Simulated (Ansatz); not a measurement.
```xyz
14

C     2.8986    0.0000    0.0000
C     2.6115    1.2577    0.0000
C     1.8073    2.2662    0.0000
C     0.6450    2.8259    0.0000
C    -0.6450    2.8259    0.0000
C    -1.8073    2.2662    0.0000
C    -2.6115    1.2577    0.0000
C    -2.8986    0.0000    0.0000
C    -2.6115   -1.2577    0.0000
C    -1.8073   -2.2662    0.0000
C    -0.6450   -2.8259    0.0000
C     0.6450   -2.8259    0.0000
C     1.8073   -2.2662    0.0000
C     2.6115   -1.2577    0.0000
```

Basis set: def2-TZVP (spherical functions). Charge 0, multiplicity 1.

Computed with Ansatz (development build ahead of 0.2.0); each method stands on the lowest determinant of its kind that the runs found. Restricted functionals stand beside restricted open-shell atoms, which can lie above the unrestricted atoms usual in DFT and then raise those values.

(1) Give the atomization energy at this shape (free ground-state atoms in the same class of orbitals less the molecule, no zero-point energy) of singlet C14 by ωB97X (restricted), PBE0 (restricted).

## Answers

(1)

```tsv
method	atomization energy
ωB97X (restricted)	85.60 eV
PBE0 (restricted)	89.69 eV
```

The shape needn't be a minimum at these levels.
